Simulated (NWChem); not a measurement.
Molecule: CAlCl2F3; SMILES [Al]([Cl])([Cl])[C](F)(F)F

```xyz
7

Al    -0.0057    -0.5927    -0.0023
C     -0.0189     1.4251    -0.0279
F     -1.2198     1.9489    -0.3823
F      0.9089     1.9331    -0.8832
F      0.2775     1.9074     1.2156
Cl    -1.8073    -1.6618     0.0314
Cl     1.8369    -1.5894     0.0391
```
Atoms are numbered in this order, from 1.

Results from NWChem. STO-3G and 3-21G are far too small for this property and stand as cheap habits. Structure relaxed at the PBE-D3(BJ)/def2-SVP level. Field at 589 nm.

For level B3LYP/STO-3G:

- isotropic polarisability (bohr³) = 29.9
- anisotropy (bohr³) = 22.1

**Question.** How do the values read with level B3LYP/def2-SVP instead?

**Answer.** The isotropic polarisability (bohr³) is 49.4 and the anisotropy (bohr³) is 19.2.
